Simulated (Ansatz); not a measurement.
Cost and result for the atomization energy of C$_{4}$H$_{10}$Si (`C[SiH2]C1CC1`) (15 atoms, 15 bonds).

```xyz
15

C     2.047    0.301   -1.146
Si    0.774   -0.814   -0.347
C    -0.873    0.022   -0.173
C    -1.820   -0.392    0.924
C    -1.128    0.925    1.010
H     3.017   -0.198   -1.217
H     1.739    0.581   -2.157
H     2.176    1.218   -0.566
H     1.217   -1.193    1.027
H     0.640   -2.066   -1.147
H    -1.353    0.334   -1.097
H    -1.505   -1.178    1.602
H    -2.879   -0.399    0.698
H    -1.713    1.821    0.843
H    -0.340    1.038    1.746
```

Charge 0, multiplicity 1. The structure was optimised at the PBE0-D4/def2-TZVP level. It is one conformer, not always the lowest. Program: Ansatz. All runs use 4 threads of an AMD EPYC 9R45 on a shared host. Times are those of one run each, without the atoms' runs, and a repeat can differ threefold. Electronic energies, without spin–orbit coupling; frozen cores. CCSD(T)/CBS adds CCSD(T) − MP2 in def2-TZVPP to the MP2 limit, and its time is that of the two runs behind it. T1 = 0.009. B3LYP takes the VWN-RPA correlation (the form of Gaussian; ORCA's B3LYP/G).

CCSD(T)/CBS is a level of theory with its own doubt, some kJ/mol a heavy atom from the limit and from the frozen cores, so smaller differences don't rank the functionals.

```csv
level,functions,wall time
PBE-D4/def2-TZVPP (with forces),306,1.2 s
PBE0-D4/def2-TZVPP,306,1.4 s
r2SCAN-D4/def2-TZVPP (with forces),306,2 s
B3LYP-D4/def2-TZVPP (with forces),306,2.2 s
B2PLYP/def2-TZVPP,306,2.5 s
ωB97X-V/def2-TZVPP,306,3.2 s
ωB97M-V/def2-TZVPP (with forces),306,4.6 s
MP2/def2-QZVPP,598,12 s
CCSD(T)/def2-TZVPP,306,3.1 min
CCSD(T)/CBS(def2),–,3.3 min
```

(1) What atomization energy does each give, and how far from CCSD(T)/CBS? (Best estimate.)

Results:

(1) Computed: 
```csv
level,atomization (kcal/mol),difference from CCSD(T)/CBS,per bond
PBE-D4/def2-TZVPP (with forces),1387.9,20.0,1.3
PBE0-D4/def2-TZVPP,1376.6,8.7,0.6
r2SCAN-D4/def2-TZVPP (with forces),1372.8,4.9,0.3
B3LYP-D4/def2-TZVPP (with forces),1368.8,0.9,0.1
B2PLYP/def2-TZVPP,1354.9,-13.0,-0.9
ωB97X-V/def2-TZVPP,1374.0,6.1,0.4
ωB97M-V/def2-TZVPP (with forces),1373.3,5.4,0.4
MP2/def2-QZVPP,1367.4,-0.5,0.0
CCSD(T)/def2-TZVPP,1338.7,-29.2,-1.9
CCSD(T)/CBS(def2),1367.9,0.0,0.0
```

From PBE to PBE0 (25 % exact exchange), in def2-TZVPP and without D4, the atomization energy moves by −10.3 kcal/mol: exact exchange takes away binding that semilocal exchange gives to molecules. The D4 term adds +11.2 kcal/mol with B3LYP and +5.9 kcal/mol with PBE0; it sums over pairs of atoms, weighted by their polarisabilities, and B3LYP, whose exchange is more repulsive, gets the larger term. In def2-TZVPP, CCSD(T) changes the Hartree–Fock value by +299.4 kcal/mol (the triples alone add +15.5 kcal/mol) and MP2 by +310.8 kcal/mol; breaking electron pairs costs correlation energy, which Hartree–Fock lacks.
